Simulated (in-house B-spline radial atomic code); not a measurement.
Configurations of neutral beryllium, with energies counted from [He] 2s2. Computed with a radial B-spline atomic code at the basis-set limit: Dirac-Hartree-Fock, average of configuration, Fermi nucleus of rms radius 2.519 fm. Energies include first-order Breit, QED and recoil terms.

```csv
configuration,E - E(ref) (eV),highest orbital,its <r> (bohr)
[He] 2s1 (5p3/2)1,7.4318,5p3/2,32.37
[He] 2s1 (5f5/2)1,7.5005,5f5/2,31.49
[He] 2s1 (5g9/2)1,7.5007,5g9/2,27.5
[He] 2s1 (6p3/2)1,7.628,6p3/2,48.03
[He] 2s1 (6d5/2)1,7.6634,6d5/2,50.45
```

(1) Order these further configurations by energy, lowest first.
A. [He] 2s1 (5d5/2)1
B. [He] 2s1 (4f7/2)1
C. [He] 2s1 (3d3/2)1
D. [He] 2s1 (4p1/2)1
E. [He] 2s1 (6g7/2)1

Answers

(1) C (6.5138 eV), D (7.0544 eV), B (7.1944 eV), A (7.4948 eV), E (7.6669 eV).
